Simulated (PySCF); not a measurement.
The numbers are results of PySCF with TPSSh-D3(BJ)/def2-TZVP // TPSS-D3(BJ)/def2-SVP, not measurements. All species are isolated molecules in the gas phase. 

Reference species: [Zr(Cl)4] (neutral, multiplicity 1).

| Property | Result |
|---|---|
| LUMO | -3.23 eV |
| HOMO–LUMO gap | 5.78 eV |

Changed species: [Zr(Cl)(Br)3] (3 of 4 Cl replaced by Br; the reference has 0 of 4 Cl replaced by Br).

**Question.** Give the shifts of the LUMO and HOMO–LUMO gap.

**Answer.** the LUMO falls by 0.08 eV, to -3.31 eV; the HOMO–LUMO gap falls by 0.81 eV, to 4.97 eV.
